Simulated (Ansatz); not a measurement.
Consider the atomization: `[SiH2][O][GeH3]`• → Ge• + 5 H• + O• + Si•.

Isolated molecules relaxed with PBE0-D4/def2-TZVP in Ansatz; ΔE leaves out vibrations. CCSD(T)/CBS adds triple-zeta CCSD(T) − MP2 to the extrapolated MP2 energy (def2 sets, frozen cores). This one scheme is used for every species, atoms too. Functionals use def2-TZVPP. B3LYP here is the variant with VWN-RPA as its local correlation; programs differ in this. HSE06 is defined as in plane-wave codes. No spin–orbit coupling; open shells (•) take unrestricted orbitals. Spin–orbit coupling would lower the free atoms: a little for O, Si; clearly for Ge. For Ge outer-core shells are correlated without core-valence functions, so the limit isn't a true one: a few kJ/mol of doubt a bond, and 10 to 20 or more in all where bonds break to atoms. Scalar relativity is left out up to krypton.

`[SiH2][O][GeH3]`•:

```xyz
8

Si   -0.188   -0.303    1.764
O     0.618    0.086    0.395
Ge    0.255   -0.050   -1.343
H     0.442    0.434    2.897
H    -1.634    0.074    1.651
H    -1.215    0.346   -1.560
H     0.506   -1.505   -1.767
H     1.217    0.918   -2.037
```

| level | ΔE (eV) | difference from CCSD(T)/CBS |
| --- | --- | --- |
| LDA (SPW92) | 27.16 | 2.92 |
| PBE-D4 | 23.92 | -0.32 |
| BLYP-D4 | 23.87 | -0.37 |
| r2SCAN-D4 | 24.23 | -0.01 |
| B97M-V | 24.38 | 0.14 |
| PBE0-D4 | 23.67 | -0.57 |
| B3LYP-D4 | 24.03 | -0.21 |
| r2SCANh-D4 | 24.08 | -0.16 |
| r2SCAN0-D4 | 23.87 | -0.37 |
| HSE06-D4 | 23.68 | -0.56 |
| BHLYP-D4 | 23.58 | -0.66 |
| CAM-B3LYP-D4 | 24.24 | 0.00 |
| ωB97X-V | 24.31 | 0.07 |
| ωB97M-V | 23.98 | -0.26 |
| B2PLYP | 23.81 | -0.43 |
| PBE-QIDH | 23.76 | -0.48 |
| PBE | 23.76 | -0.48 |
| revPBE | 23.00 | -1.24 |
| BLYP | 23.53 | -0.71 |
| r2SCAN | 24.20 | -0.04 |
| r2SCANh | 24.04 | -0.20 |
| r2SCAN0 | 23.82 | -0.42 |
| HSE06 | 23.55 | -0.69 |
| BHLYP | 23.37 | -0.87 |
| CAM-B3LYP | 24.11 | -0.13 |
| LC-ωPBE | 23.83 | -0.41 |
| HF/def2-SVP | 17.36 | -6.88 |
| MP2/def2-SVP | 22.40 | -1.84 |
| CCSD/def2-SVP | 22.16 | -2.08 |
| CCSD(T)/def2-SVP | 22.35 | -1.89 |
| HF/def2-TZVPP | 17.69 | -6.55 |
| MP2/def2-TZVPP | 23.73 | -0.51 |
| SCS-MP2/def2-TZVPP | 23.87 | -0.37 |
| CCSD/def2-TZVPP | 23.41 | -0.83 |
| HF/def2-QZVPP | 17.76 | -6.48 |
| MP2/def2-QZVPP | 24.07 | -0.17 |
| SCS-MP2/def2-QZVPP | 24.27 | 0.03 |
| HF/CBS(def2) | 17.77 | -6.47 |
| MP2/CBS(def2) | 24.29 | 0.05 |
| CCSD/CBS(def2) | 23.96 | -0.28 |
| CCSD(T)/CBS | 24.24 | 0 |

Largest T1 diagnostic among the species: 0.014.

From r2SCAN to r2SCAN0 (25 % exact exchange), in def2-TZVPP and without D4, ΔE moves by −0.37 eV: exact exchange takes away binding that semilocal exchange gives to molecules. The D4 term adds +0.26 eV with B3LYP and +0.13 eV with PBE0; it sums over pairs of atoms, weighted by their polarisabilities, and B3LYP, whose exchange is more repulsive, gets the larger term. In def2-TZVPP, CCSD(T) changes the Hartree–Fock value by +5.99 eV (the triples alone add +0.27 eV) and MP2 by +6.04 eV; breaking electron pairs costs correlation energy, which Hartree–Fock lacks.

For atomizations the MP2-based limit and the directly extrapolated one differ by several kJ/mol either way, and by 10 to 25 for some Ge, Se and Sn compounds, so smaller differences from it don't rank the levels.
